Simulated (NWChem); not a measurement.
System: CH₃ClF₂OSi; SMILES FC[Si@@](Cl)(O)F

Parts of the log:

```
             Northwest Computational Chemistry Package (NWChem) 7.3.0
             --------------------------------------------------------

                             Geometry "geometry" -> ""
                             -------------------------

 Output coordinates in angstroms (scale by  1.889725989 to convert to a.u.)

  No.       Tag          Charge          X              Y              Z
 ---- ---------------- ---------- -------------- -------------- --------------
    1 O                    8.0000    -0.95976600    -0.14451800    -1.48233300
    2 Si                  14.0000    -0.37249700     0.15129000     0.01644500
    3 F                    9.0000    -1.56589000     0.77016400     0.90139100
    4 Cl                  17.0000     1.13206500     1.54017100    -0.01154800
    5 C                    6.0000     0.21555700    -1.46340400     0.77959400
    6 F                    9.0000     0.84033600    -2.17565300    -0.23395700
    7 H                    1.0000    -0.53281800    -0.86765100    -1.95524600
    8 H                    1.0000     0.91957600    -1.32184500     1.61585300
    9 H                    1.0000    -0.64264600    -2.04895700     1.15411700

 Effective nuclear repulsion energy (a.u.)     396.7480831181

  xc_inp: hfexch multiplicative factor not found.

                                 NWChem DFT Module
                                 -----------------

 Summary of "ao basis" -> "ao basis" (spherical)
 ------------------------------------------------------------------------------
       Tag                 Description            Shells   Functions and Types
 ---------------- ------------------------------  ------  ---------------------
 O                           6-31g*                  6       14   3s2p1d
 Si                          6-31g*                  8       18   4s3p1d
 F                           6-31g*                  6       14   3s2p1d
 Cl                          6-31g*                  8       18   4s3p1d
 C                           6-31g*                  6       14   3s2p1d
 H                           6-31g*                  2        2   2s

            General Information
            -------------------
          SCF calculation type: DFT
          Wavefunction type:  closed shell.
          No. of atoms     :     9
          No. of electrons :    66
           Alpha electrons :    33
            Beta electrons :    33
          Charge           :     0
          Spin multiplicity:     1
          Use of symmetry is: off; symmetry adaption is: off
          Maximum number of iterations: 150
          AO basis - number of functions:    98
                     number of shells:    46
          Convergence on energy requested:  1.00D-06
          Convergence on density requested:  1.00D-05
          Convergence on gradient requested:  5.00D-04

              XC Information
              --------------
                     Hartree-Fock (Exact) Exchange  1.000

      Superposition of Atomic Density Guess
      -------------------------------------

 Sum of atomic energies:       -1060.92185828

      Non-variational initial energy
      ------------------------------

 Total energy =   -1062.633041
 1-e energy   =   -2259.832068
 2-e energy   =     800.450945
 HOMO         =      -0.347816
 LUMO         =       0.062833

     ---------------------------------------------
      Total Density - Mulliken Population Analysis
     ---------------------------------------------

    Atom       Charge   Shell Charges
 -----------   ------   -------------------------------------------------------
    1 O    8     9.01   2.00  0.93  3.15  0.90  2.03  0.01
    2 Si  14    12.39   2.00  2.00  5.97  0.79  1.09  0.10  0.20  0.26
    3 F    9     9.60   2.00  0.95  3.47  1.00  2.18  0.01
    4 Cl  17    17.41   2.00  2.00  5.98  1.37  3.70  0.57  1.77  0.01
    5 C    6     6.07   2.00  0.69  1.72  0.63  0.98  0.05
    6 F    9     9.49   2.00  0.94  3.40  1.01  2.12  0.01
    7 H    1     0.44   0.35  0.09
    8 H    1     0.80   0.47  0.33
    9 H    1     0.80   0.47  0.33

   convergence    iter        energy       DeltaE   RMS-Dens  Diis-err
 ---------------- ----- ----------------- --------- --------- ---------
 d= 0,ls=0.0,diis     1  -1061.7916843654 -1.46D+03  8.20D-03  9.68D-01
 d= 0,ls=0.0,diis     2  -1061.8746499825 -8.30D-02  2.73D-03  3.19D-01
 d= 0,ls=0.0,diis     3  -1061.9035792433 -2.89D-02  7.66D-04  5.66D-03
 d= 0,ls=0.0,diis     4  -1061.9045244716 -9.45D-04  2.00D-04  2.91D-04
 d= 0,ls=0.0,diis     5  -1061.9045784172 -5.39D-05  5.51D-05  1.76D-05
  Resetting Diis
 d= 0,ls=0.0,diis     6  -1061.9045828839 -4.47D-06  1.78D-05  1.66D-06
 d= 0,ls=0.0,diis     7  -1061.9045833085 -4.25D-07  4.75D-06  2.63D-07

         Total DFT energy =    -1061.904583308543
      One electron energy =    -2262.120397427008
           Coulomb energy =      886.288749532208
    Exchange-Corr. energy =      -82.821018531843
 Nuclear repulsion energy =      396.748083118101

 Numeric. integr. density =        0.000000000000

                       DFT Final Molecular Orbital Analysis
                       ------------------------------------

 Vector   31  Occ=2.000000D+00  E=-4.967777D-01
              MO Center=  5.9D-01,  5.0D-01, -1.6D-02, r^2= 3.6D+00
   Bfn.  Coefficient  Atom+Function         Bfn.  Coefficient  Atom+Function
  ----- ------------  ---------------      ----- ------------  ---------------
    53      0.499849  4 Cl px                57      0.269770  4 Cl px
    54     -0.201108  4 Cl py                22     -0.193229  2 Si py
    49     -0.193806  4 Cl px                 4      0.172106  1 O  py
    68      0.155314  5 C  py                 8      0.147177  1 O  py
    82     -0.136900  6 F  py                 5     -0.132790  1 O  pz

 Vector   32  Occ=2.000000D+00  E=-4.811893D-01
              MO Center=  8.8D-01,  1.3D+00, -1.1D-01, r^2= 2.1D+00
   Bfn.  Coefficient  Atom+Function         Bfn.  Coefficient  Atom+Function
  ----- ------------  ---------------      ----- ------------  ---------------
    55      0.622478  4 Cl pz                59      0.346540  4 Cl pz
    54      0.248013  4 Cl py                51     -0.240440  4 Cl pz
     3      0.162763  1 O  px                 7      0.136941  1 O  px
    58      0.134674  4 Cl py                53     -0.113338  4 Cl px
     4      0.112517  1 O  py                 8      0.096930  1 O  py

 Vector   33  Occ=2.000000D+00  E=-4.686882D-01
              MO Center=  5.9D-01,  2.5D-01,  1.7D-01, r^2= 3.8D+00
   Bfn.  Coefficient  Atom+Function         Bfn.  Coefficient  Atom+Function
  ----- ------------  ---------------      ----- ------------  ---------------
    54      0.427738  4 Cl py                55     -0.263254  4 Cl pz
    68      0.264047  5 C  py                58      0.229105  4 Cl py
    82     -0.176295  6 F  py                22     -0.175239  2 Si py
    53     -0.173833  4 Cl px                50     -0.165116  4 Cl py
    72      0.160662  5 C  py                70      0.158338  5 C  s

 Vector   34  Occ=0.000000D+00  E= 1.608405D-01
              MO Center=  4.0D-02, -4.9D-01, -1.5D-01, r^2= 4.3D+00
   Bfn.  Coefficient  Atom+Function         Bfn.  Coefficient  Atom+Function
  ----- ------------  ---------------      ----- ------------  ---------------
    27      0.814992  2 Si pz                 6      0.611796  1 O  s
    24     -0.465346  2 Si s                 84      0.379435  6 F  s
    71     -0.287403  5 C  px                98     -0.265617  9 H  s
    25     -0.262851  2 Si px                38     -0.237017  3 F  s
    72      0.229574  5 C  py                73      0.229205  5 C  pz

[...]

                     NWChem Electrostatic Potential Fit Module
                     -----------------------------------------

 Atom parameters

 Number of atoms is                                    9
 Number of basis functions is                         98

 Grid parameters

 Maximum number of grid points is                  39246
 Number of grid points is                          39245
 Grid range                                     0.300000 nm
 Grid spacing                                   0.020000 nm
 Probe radius                                   0.070000 nm
 Atom radius factor                             1.000000

 Atomic radii

    1    0.100000
    6    0.147000
    8    0.136000
    9    0.128000
   14    0.187000
   17    0.169000
 FASTESP  F
  using M.O. file = ./job.movecs

    Atom              Coordinates                           Charge

                                                  ESP

    1 O    -0.095977   -0.014452   -0.148233   -0.695134
    2 Si   -0.037250    0.015129    0.001645    1.060434
    3 F    -0.156589    0.077016    0.090139   -0.355467
    4 Cl    0.113207    0.154017   -0.001155   -0.287091
    5 C     0.021556   -0.146340    0.077959   -0.057285
    6 F     0.084034   -0.217565   -0.023396   -0.261080
    7 H    -0.053282   -0.086765   -0.195525    0.421250
    8 H     0.091958   -0.132185    0.161585    0.077492
    9 H    -0.064265   -0.204896    0.115412    0.096881
                                            ------------
                                                0.000000

 Dipole moment                                  0.943982

 Quadrupole moment Qxx                         -7.032947
                   Qyy                         -5.792188
                   Qzz                         12.825135

 RMS deviation kJ/mol                           0.062053

 RRMS %                                        22.682583
```

Level: Hartree-Fock/6-31G* (spherical d). All runs use the structure optimised with PBE0/def2-SVP.

Q: Which NWChem input produces such a log?

A: This is not unique; one that fits is the input that was run:
```
start job
memory heap 200 mb stack 900 mb global 1100 mb
geometry units angstroms noautosym nocenter noautoz
  O     -0.959766    -0.144518    -1.482333
  Si    -0.372497     0.151290     0.016445
  F     -1.565890     0.770164     0.901391
  Cl     1.132065     1.540171    -0.011548
  C      0.215557    -1.463404     0.779594
  F      0.840336    -2.175653    -0.233957
  H     -0.532818    -0.867651    -1.955246
  H      0.919576    -1.321845     1.615853
  H     -0.642646    -2.048957     1.154117
end
basis spherical
  * library 6-31g*
end
dft
  xc hfexch
  iterations 150
  mulliken
end
task dft energy
esp
  recalculate
  probe 0.07
  range 0.3
  factor 1.0
  spacing 0.02
end
task esp
```
